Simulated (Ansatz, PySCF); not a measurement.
This triplet is an excited state, 2.82 eV above the relaxed singlet at the level frozen-core CCSD(T)/cc-pVTZ // B3LYP-D3(BJ)/def2-TZVP (Ansatz, a quantum-chemistry and plane-wave program).

B3LYP has the VWN-RPA correlation part, as in Gaussian. 

Cartesian coordinates (Å):
```xyz
5

C      2.5214     0.0065    -0.4050
N      1.3757     0.2573    -0.2908
Ge    -0.3571     0.8659    -0.1088
O     -1.6053    -0.4266    -0.2790
H     -1.9347    -0.7032     0.5872
```
Charge 0, spin multiplicity 3.

Predict the highest occupied spin orbital, total energy and dipole moment from B3LYP-D3(BJ)/def2-TZVP run with PySCF.


| Property | Result |
|---|---|
| highest occupied spin orbital | -5.30 eV |
| total energy | -2245.7028 Ha |
| dipole moment | 0.778 e·Å |
